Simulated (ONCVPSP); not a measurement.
# Which change was made? (Sn, ONCV)

ONCVPSP 4.0.1 input, shortened (lines: element, Z, core and valence counts, functional; n l f; lmax; l rc ep ncon nbas qcut; lloc lpopt rc5 dvloc0; l nproj debl; icmod fcfact rcfact), PBE, scalar-relativistic:

```
  Sn 50.00    6    5        4      upf
    1    0    2.00
    2    0    2.00
    2    1    6.00
    3    0    2.00
    3    1    6.00
    3    2   10.00
    4    0    2.00
    4    1    6.00
    4    2   10.00
    5    0    2.00
    5    1    2.00
    2
    0    1.55    0.00    3    7    7.20
    1    1.30    0.00    3    7   12.60
    2    1.30    0.00    3    7   11.90
    2    5    1.30    0.00
    0    3    3.60
    1    2    2.60
    2    0    1.60
    2    0.20    0.75
```

Cutoffs, loose and tight: the cutoffs (Ha) at which the residual kinetic energy of the hardest occupied pseudo-wave falls to 1 and 0.1 mHa per electron. They do not see the model core or the augmentation charge, which bear on the density cutoff. Test errors are all-electron minus pseudo excitation energies from the reference, over the configurations 4s2 4p6 4d10 5s2 5p1; 4s2 4p6 4d10 5s2 5p0; 4s2 4p6 4d10 5s1 5p0; 4s2 4p5 4d10 5s2 5p2; variants that change the core or the reference have their own tests.

The base gives: outcome: generated; cutoff, loose: 48 Ha; cutoff, tight: 58 Ha; bound ghosts: none; GHOST(+) flags above zero: none; largest test error (meV): -66.

(1) After one change the result is: outcome: generated; cutoff, loose: 40 Ha; cutoff, tight: 45 Ha; bound ghosts: none; GHOST(+) flags above zero: s; largest test error (meV): -105. Which change was it?
A. s: qcut 6.1; p: qcut 10.7; d: qcut 10.1
B. s: qcut 4.6; p: qcut 8.1; d: qcut 7.7
C. s: qcut 8.2; p: qcut 14.3; d: qcut 13.5

## Answers

(1) A. The others give: s: qcut 4.6; p: qcut 8.1; d: qcut 7.7 → outcome: generated; cutoff, loose: 62 Ha; cutoff, tight: 140 Ha; bound ghosts: p; GHOST(+) flags above zero: none; largest test error (meV): -686 | s: qcut 8.2; p: qcut 14.3; d: qcut 13.5 → outcome: generated; cutoff, loose: 59 Ha; cutoff, tight: 70 Ha; bound ghosts: none; GHOST(+) flags above zero: s; largest test error (meV): -50.
